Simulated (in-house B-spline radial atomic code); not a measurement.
Ge⁻. Computed with a B-spline radial atomic code. Model: all-electron spherical atom, spin shells full or empty, radial basis limit, no spin-orbit coupling: exact exchange with a local potential (Slater, KLI or optimised effective potential, whose far tail is KLI's), no correlation.

Anion configuration assumed.

Exchange potential has not reached -1/r at the last radius.

The run also made RPA and GW results, which its time includes.

The Slater potential averages the orbital exchange potentials with the orbital densities as weights, KLI adds orbital constants, and the optimised effective potential minimises the exact-exchange energy among local potentials. So their energies lie above Hartree-Fock in the order OEP, KLI, Slater. All fall off as −1/r, unlike LDA and GGA exchange.

Command:
```bash
python run_gw.py task.json out
```
Settings (nuclear radius in fm, other lengths in bohr, energies in hartree):
```
Z                      32
electrons              33
configuration          [Ar] 3d10 4s2 4p3
hamiltonian            x2c
method                 slater
lmax                   9
rms_radius             4.0742
spin_polarised         True
box_radius             60
intervals              111
```

Cost of the run: 23 s on 1 thread of Arm Neoverse N1 (shared host).

Given: hamiltonian one-electron scalar X2C; mean-field start Slater potential.

Computed: energy above Hartree-Fock 295.6 millihartree.

| radius (bohr) | r times exchange potential up (hartree bohr) | r times exchange potential down (hartree bohr) |
| --- | --- | --- |
| 0.00156 | -0.053908 | -0.053911 |
| 0.00199 | -0.068669 | -0.068672 |
| 0.00252 | -0.086769 | -0.086774 |
| 0.00321 | -0.11016 | -0.11017 |
| 0.00407 | -0.139 | -0.139 |
| 0.00517 | -0.17527 | -0.17528 |
| 0.00657 | ? | ? |
| 0.00835 | -0.27553 | -0.27554 |
| 0.0106 | -0.34176 | -0.34177 |
| 0.0135 | -0.4208 | -0.42082 |
| 0.0171 | -0.50881 | -0.50883 |
| 0.0218 | -0.60709 | -0.6071 |
| 0.0277 | -0.70552 | -0.70553 |
| 0.0351 | -0.79405 | -0.79407 |
| 0.0447 | -0.86024 | -0.86025 |
| 0.0567 | -0.88627 | -0.8862 |
| 0.0721 | -0.88836 | -0.88796 |
| 0.0916 | -0.94094 | -0.94011 |
| 0.116 | ? | ? |
| 0.148 | -1.2519 | -1.2512 |
| 0.188 | -1.3749 | -1.3746 |
| 0.239 | -1.3815 | -1.3819 |
| 0.303 | -1.2763 | -1.2765 |
| 0.385 | -1.3231 | -1.3199 |
| 0.49 | -1.5593 | -1.5548 |
| 0.622 | -1.7503 | -1.7475 |
| 0.791 | -1.7814 | -1.7822 |
| 1 | -1.6358 | -1.6477 |
| 1.28 | -1.3466 | -1.3638 |
| 1.62 | -1.2018 | -1.0991 |
| 2.06 | -1.2563 | -0.99468 |
| 2.62 | -1.3247 | -0.98757 |
| 3.33 | -1.3282 | -0.99547 |
| 4.23 | -1.2726 | -0.99921 |
| 5.37 | -1.1933 | -0.99999 |
| 6.82 | -1.1217 | -1 |
| 8.67 | -1.0714 | -1 |

(1) What belongs in the row 0.00657?

(2) What belongs in the row 0.116?

```tsv
occupied	level (hartree)	Hartree-Fock level (hartree)
1s up	-407.3	-410.59
1s down	-407.3	-410.59
2s up	-51.625	-53.181
2s down	-51.623	-53.181
2p up	-45.426	-46.274
2p down	-45.422	-46.271
3s up	-6.4425	-7.1545
3s down	-6.4394	-7.1491
3p up	?	?
3p down	-4.5013	-4.9523
3d up	?	?
3d down	-1.2748	-1.3454
4s up	-0.36426	-0.4259
4s down	-0.28612	-0.24057
4p up	-0.07183	-0.058584
```

(3) What belongs in the row 3p up?

(4) What belongs in the row 3d up?

Results:

(1) r times exchange potential up (hartree bohr): -0.22032; r times exchange potential down (hartree bohr): -0.22033.

(2) r times exchange potential up (hartree bohr): -1.0786; r times exchange potential down (hartree bohr): -1.0777.

(3) level (hartree): -4.504; Hartree-Fock level (hartree): -4.9617.

(4) level (hartree): -1.2785; Hartree-Fock level (hartree): -1.3494.

The highest level, 4p up, differs from Hartree-Fock by -0.36 eV and the deepest, 1s up, by +89.5 eV: the Slater potential lacks the response part and is deeper than the optimised one throughout, so the top level comes too deep.
